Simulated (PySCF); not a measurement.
Input of a run (PBE0-D3(BJ)/def2-SVP geometry optimisation, gas phase (PySCF 2.14.0)), started from GFN2-xTB:
```
{"job": {"xc": "PBE0", "basis": "def2-SVP", "d3": "d3bj", "grid": 1, "shake": 0.01, "kind": "geom"}, "charge": 0, "multiplicity": 1}
C     -0.940490    -1.084160    -0.541840
O     -0.124370    -0.072910    -0.001250
C     -0.742200     1.200720     0.097570
Al     1.765180    -0.227210     0.528240
Cl     2.763130     0.872270    -0.856040
H     -1.837510    -1.212500     0.092050
H     -1.279520    -0.778650    -1.550280
H     -0.355580    -1.967200    -0.601010
H     -1.604810     1.164640     0.772050
H      0.021140     1.861810     0.560200
H     -1.013170     1.578190    -0.871810
H      1.807800    -1.777980     0.432160
H      1.546230     0.426100     1.929650
```

Output (energies in Eh, forces in Eh/bohr):
```
step   0  E = -858.15826452  max force = 0.027715
step   1  E = -858.16635921  max force = 0.006827
step   2  E = -858.16675029  max force = 0.002487
step   3  E = -858.16685874  max force = 0.002005
step   4  E = -858.16694315  max force = 0.003765
step   5  E = -858.16707897  max force = 0.003631
step   6  E = -858.16740518  max force = 0.003049
step   7  E = -858.16777028  max force = 0.003459
step   8  E = -858.16813151  max force = 0.006496
step   9  E = -858.15894094  max force = 0.033000
step  10  E = -858.16794778  max force = 0.010269
step  11  E = -858.16830314  max force = 0.005137
step  12  E = -858.16861783  max force = 0.001037
step  13  E = -858.16865584  max force = 0.001021
step  14  E = -858.16866186  max force = 0.000522
step  15  E = -858.16866406  max force = 0.000441
optimisation converged
```

Task: Summarise the run.

Result: The energy falls by 27.3 kJ/mol over 16 energy and gradient evaluations, the largest force component goes from 0.0277 to 4.4e-04 Eh/bohr, and the atoms move by 0.464 Å rms after alignment. The bond that changes most is Al4–Cl5 (ends: aluminium bonded to Cl, O and 2 H; chlorine bonded to Al), which lengthens by 0.126 Å. Bonds longer at the end by more than 0.005 Å: 8 of 12; shorter: 3. Among the angles that change most is C1–O2–Al4, from 127.1° to 116.4°. Among the dihedrals that turn most is C1–O2–Al4–H13, from -131° to -175°. The energy rose by more than 1e-6 Eh at step 9. The first step brought 78 % of the lowering.

Task: What are the final bond lengths?

Result: C1–O2 1.426 Å, O2–C3 1.425 Å, O2–Al4 1.977 Å, Al4–Cl5 2.156 Å, C1–H6 1.100 Å, C1–H7 1.101 Å, C1–H8 1.097 Å, C3–H9 1.100 Å, C3–H10 1.096 Å, C3–H11 1.101 Å, Al4–H12 1.591 Å, Al4–H13 1.590 Å. Numbering counts from 1 in the input's order; the species is `C[O+](C)[AlH2-][Cl]`.

The run used 118 basis functions and 105 SCF cycles in all.

No frequency check. One conformer, not necessarily the lowest.
